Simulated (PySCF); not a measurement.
# Computed properties of GeHFBr2, SMILES [F][GeH]([Br])[Br]

GeHFBr2, SMILES [Br][GeH]([Br])[F]. Coordinates come from a B3LYP-D3(BJ)/def2-SVP optimisation. The structure was generated by enumeration, and PubChem lists no compound with its InChIKey, so it may never have been made. The values are those of a single conformer. All values are computed for the isolated molecule unless a solvent is named; none is compared with measurement here.

**Structure.** The optimised structure has Cs symmetry. All 9 harmonic modes at B3LYP-D3(BJ)/def2-SVP (PySCF) are real, so it is a minimum. With heavy atoms numbered as in [GeH:1]([F:2])([Br:3])[Br:4], the shortest bond between them is Ge1–F2 at 1.736 Å and the longest Ge1–Br4 at 2.298 Å.

**Vibrations.** The strongest infrared lines (harmonic, unscaled, degenerate partners summed) lie at 682 cm⁻¹ (120 km/mol, H 98 %), 711 cm⁻¹ (105 km/mol, H 58 %, F 27 %, Ge 15 %), 337 cm⁻¹ (74 km/mol, Ge 61 %, Br 37 %). The softest mode is at 96 cm⁻¹ and the zero-point energy is 7.7 kcal/mol.

**Electronic structure.** CAM-B3LYP/def2-TZVP (PySCF) places the frontier levels at -10.18 and -0.88 eV, a gap of 9.30 eV, and gives a dipole moment of 1.77 D and a mean polarisability of 66.1 bohr³. PBE/def2-TZVP (PySCF) at the same geometry gives -7.56 and -2.78 eV, so its gap is 4.52 eV narrower. An orbital gap is neither the optical nor the fundamental gap.

**Excitations.** TDA-M06-2X/def2-SVPD (PySCF) has S1 at 6.09 eV (204 nm, f = 0.035, weak); the most intense of the 10 singlets computed lies at 6.09 eV (f = 0.03). T1 (TDA) is at 5.60 eV, 0.49 eV under S1. TDA-PBE/def2-SVPD (PySCF) puts S1 at 4.93 eV. No vertical singlet excitation falls in the visible range (under 3.1 eV).

**NMR.** GIAO shifts at HF/pcSseg-1 (PySCF) (non-relativistic, atoms alike by connectivity averaged): ¹H at 6.6 ppm against TMS; ¹⁹F at -124.4 ppm against CFCl3. Without spin–orbit terms, shifts of atoms bonded to Cl or Br come out too high.
